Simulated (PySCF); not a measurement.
A small calculation by hand: oscillator strength and radiative lifetime

C₂H₉NOSi₂, SMILES O([SiH3])C/C=N\[SiH3].

Coordinates come from a r2SCAN-D4/def2-SVP optimisation. The structure was generated by enumeration; whether it is a known compound was not checked. The values are those of a single conformer.

TDA-LC-ωPBE/def2-SVPD (PySCF) puts the first singlet state with f over 0.02 at 6.99 eV (vertical), with the transition dipole (-0.138, -0.291, 0.220) in atomic units.

Problem. Find the oscillator strength, the wavelength and the radiative lifetime that this transition would have in vacuum if emission retraced absorption.

Solution. 
|μ|² = 0.1521 au, so |μ| = 0.99 D. ΔE = 6.99/27.211 = 0.2569 hartree. f = (2/3) ΔE |μ|² = 0.026 (the program prints 0.026).
λ = 1239.84/6.99 = 177 nm; ν = 56378 cm⁻¹.
Einstein's coefficient A = 0.6670 ν² f s⁻¹ (ν in cm⁻¹) = 5.5e7 s⁻¹, so τ = 1/A = 18 ns. This state is S2; the lower singlet has f = 0.001. The figure is the radiative limit of this one transition; relaxation, internal conversion, crossing to triplets and a medium change what is measured.
